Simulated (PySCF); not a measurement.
Computed IR spectrum (relative IR intensity) of a molecule FH8NSi3. Geometry: PBE-D3(BJ)/def2-SVP. One conformer was computed; it need not be the lowest. These are PySCF with PBE-D3(BJ)/def2-SVP values and carry that method's errors. Frequencies are harmonic and unscaled.

ν (cm⁻¹): 281 (m), 315 (w), 482 (s), 542 (w), 618 (s), 627 (vw), 676 (m), 743 (w), 758 (m), 803 (m), 822 (w), 856 (vs), 874 (m), 894 (m), 901 (vs), 925 (m), 1502 (w), 2098 (s), 2141 (m), 2154 (w), 2158 (m), 2161 (m), 2176 (s), 3464 (w), 3556 (w) (against the strongest line: vs over 80 %, s over 45 %, m over 15 %, w over 4 %, vw less)

Task: Which molecule gave these data?
(A) F[SiH2]N([SiH3])[SiH3]
(B) F[SiH2][SiH2]N[SiH3]
(C) N[SiH2][SiH2][SiH2]F
(D) F[Si@H]([SiH3])N[SiH3]

Result: C, N[SiH2][SiH2][SiH2]F
